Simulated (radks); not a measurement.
Spherical jellium clusters: N electrons in a uniform positive sphere of charge N and radius rs N^(1/3), rs = 3.82 bohr. Method: non-relativistic Kohn-Sham, PBE, spin-polarised, spherical densities; computed with a radial shooting solver with Libxc functionals. Levels are named by radial order and angular momentum (1s, 1p, 1d, 2s, ...), and open shells are averaged over m. Each electron was tried in the lowest free levels, single moves between levels near the top were tried too, and the lowest total energy was kept; such a search can miss a lower state. The series stops at N = 12: beyond it a trial failed or the search could not be trusted, so later rows were left out. Energies include the self-energy of the background; IP and EA are vertical (highest electron removed, lowest free level filled), at fixed background; spill-out counts the electrons outside the background radius R, and alpha is the static dipole polarisability from linear response (closed shells only). A dash means not computed or, for alpha, an open shell; in EA it means that no bound solution was reached, which is typical of self-interaction and does not show that the anion is unstable. Real open-shell clusters deform, which this model forbids.

\begin{tabular}{lrrrrrrr}
N & open shells & 2S & E/N (eV) & E(N+1) + E(N-1) - 2E(N) (eV) & EA (eV) & -e(HOMO) (eV) & spill-out (e) \\ \hline
1 & 1s(up 1, down 0) & 1 & -1.353 & - & - & 3.173 & 0.38 \\
2 & none & 0 & -1.720 & 1.072 & - & 3.314 & 0.55 \\
3 & 1p(up 1, down 0) & 1 & -1.485 & -0.709 & - & 2.216 & 0.86 \\
4 & 1p(up 2, down 0) & 2 & -1.545 & -0.474 & - & 2.768 & 1.03 \\
5 & 1p(up 3, down 0) & 3 & -1.676 & 0.497 & - & 3.115 & 1.16 \\
6 & 1p(up 3, down 1) & 2 & -1.680 & -0.485 & - & 2.723 & 1.30 \\
7 & 1p(up 3, down 2) & 1 & -1.753 & -0.313 & 1.630 & 3.085 & 1.41 \\
8 & none & 0 & -1.846 & 1.284 & - & 3.326 & 1.51 \\
9 & 1d(up 1, down 0) & 1 & -1.776 & -0.306 & - & 2.129 & 1.69 \\
10 & 1d(up 2, down 0) & 2 & -1.751 & -0.252 & - & 2.419 & 1.84 \\
11 & 1d(up 3, down 0) & 3 & -1.753 & -0.211 & 1.358 & 2.647 & 1.96 \\
12 & 1d(up 4, down 0) & 4 & -1.773 & - & 1.553 & 2.833 & 2.06 \\
\end{tabular}

All shells are closed at N = 2, 8 (there: 1s2 1p6); the second difference of the energy has clear peaks (12 % above both neighbours; the first and last values, which can be the largest, are not judged, and half-filled shells can peak too) at N = 5, 8.
